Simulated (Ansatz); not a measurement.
Two isomers of AlBH4SSi: A = `[BH2][Al]1[SiH2][S]1`, B = `[SiH3][B]1[AlH][S]1`.

Computed with Ansatz on PBE0-D4/def2-TZVP structures; ΔE is electronic, products minus reactants. CCSD(T)/CBS is the MP2 limit (def2-TZVPP, def2-QZVPP) plus CCSD(T) − MP2 in def2-TZVPP, frozen cores. Functionals use def2-TZVPP. B3LYP here is the variant with VWN-RPA as its local correlation; programs differ in this.

A:

Z-matrix (Å, degrees):
```
Si
Al 1 2.337
S 1 2.181 2 57.8
H 1 1.487 2 124.8 3 96.9
H 1 1.487 2 124.8 3 -96.9
B 2 2.099 1 165.2 3 179.9
H 6 1.196 2 121.4 1 -88.6
H 6 1.196 2 121.4 1 89.2
```

B:

```xyz
8

Si    0.1776   -0.7186    1.4137
B    -0.0987    0.0496   -0.4025
Al   -0.0710    1.4541   -1.8427
S    -0.7463   -0.6530   -1.9211
H     1.6183   -0.6123    1.7808
H    -0.5989    0.0745    2.4085
H    -0.2313   -2.1467    1.5322
H    -0.0497    2.5524   -2.9690
```

Task: Which is lower in electronic energy at CCSD(T)/CBS, and by how much? (Best estimate.)

Result: The calculation gave: B, by 16.4 kJ/mol.

Task: Give E(B) − E(A) in kJ/mol with CCSD/def2-TZVPP, PBE0-D4, HF/def2-TZVPP, B3LYP, MP2/def2-TZVPP, PBE-D4, r2SCAN-D4. (An estimate is asked.)

Result: The calculation gave: CCSD/def2-TZVPP -14.6, PBE0-D4 -11.6, HF/def2-TZVPP 2.9, B3LYP -12.0, MP2/def2-TZVPP -22.2, PBE-D4 -14.1, r2SCAN-D4 -12.5. The order is the other way round with HF/def2-TZVPP.

Task: Does the order hold for the free energy at 298.15 K (harmonic terms from PBE0-D4)? (Best estimate.)

Result: The calculation gave: Yes: G(B) − G(A) = -23.2 kJ/mol. Modes under 60 cm⁻¹, often nearly free rotors, make the harmonic entropy too high.

Largest T1 diagnostic: 0.017.

In def2-TZVPP, CCSD(T) changes the Hartree–Fock value by −21.8 kJ/mol (the triples alone add −4.3 kJ/mol) and MP2 by −25.0 kJ/mol. At CCSD(T), def2-SVP lies −21.8 kJ/mol from the extrapolated value and def2-TZVPP −2.5 kJ/mol.
